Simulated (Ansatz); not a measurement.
```xyz
5

F    -1.037   -0.587    1.128
Si    0.022   -0.046    0.098
F     1.447   -0.279    0.722
Br   -0.291    2.085   -0.195
Br   -0.140   -1.173   -1.753
```

The species carries charge 0 and has multiplicity 1.

List the CAM-B3LYP/def2-TZVPP orbital energies in eV (the Gaussian-basis code of Ansatz). (An estimate is asked.)

Computed: Occupied: -13141.74, -13141.74, -1804.92, -1703.24, -1703.24, -1535.00, -1535.00, -1534.93, -1534.93, -1534.93, -1534.93, -674.53, -674.53, -239.33, -239.33, -180.25, -180.25, -180.05, -180.05, -180.05, -180.05, -149.12, -104.47, -104.47, -104.47, -74.59, -74.59, -74.53, -74.53, -74.53, -74.53, -74.37, -74.37, -74.37, -74.37, -36.04, -35.49, -24.70, -24.11, -18.25, -16.55, -15.83, -15.75, -14.86, -14.46, -13.88, -12.28, -11.27, -11.04, -10.63, -10.38. Lowest empty: 0.38, 1.76, 2.08, 2.64, 3.74, 4.37, 5.05, 5.43.
